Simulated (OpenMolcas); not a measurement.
**Computed levels of Al+**

| Property | Result |
| --- | --- |
| Program | OpenMolcas 26.06 |
| Method | CASSCF |
| Basis | ANO-RCC-VQZP [6s5p3d2f1g] |
| Scalar Hamiltonian | DKH2, point nucleus |
| Active space | 2 electrons in 8 orbitals (3s 3p 4s 4p) |
| State averaging | 2S+1 = 3 even, 3 roots; 2S+1 = 1 even, 1 root; 2S+1 = 3 odd, 3 roots; 2S+1 = 1 odd, 3 roots |
| Spin-orbit coupling | RASSI with atomic mean-field integrals over the reference wave functions, term energies averaged over their components |

With spin-orbit coupling, above the lowest level:

```tsv
Configuration	Term	J	E (cm⁻¹)	Measured (cm⁻¹)	g	Term weight %
3s²	¹S	0	0.0	0.0		100
3s 3p	³P°	0	37450	37393		100
3s 3p	³P°	1	37501	37454	1.501	100
3s 3p	³P°	2	37604	37578	1.501	100
3s 3p	¹P°	1	67769	59852	1.000	100
```

Against the 4 measured excited levels shown (NIST Handbook of Basic Atomic Spectroscopic Data) the mean absolute deviation is 2000 cm-1; the largest miss in energy is 3s 3p ¹P°₁: computed 67769, measured 59852 cm⁻¹ (+13.2 %).

Without dynamic correlation excited terms often stand tens of per cent too high (terms of higher spin than the ground term too low), and those without a measured partner can miss by more than the paired ones. Active for correlation alone: 4p 4s; no level in the range computed is led by a configuration that fills them, so any true level of that kind is missing. Measured partners are found by configuration, term and J. A level has none where our copy of the source lacks it or the pairing is in doubt (some pairs that miss far off the trend of their configuration count as doubtful), and it then counts in no deviation. Only configurations of the active space appear. The first state left out of the spin-orbit step lies near 100000 cm-1 above the lowest spin-free state of the reference (among the parities and spins computed), and the list stops at four fifths of that energy or lower.

The term weight is that of the spin-free term in the level, not the purity of its configuration. ° marks odd parity.
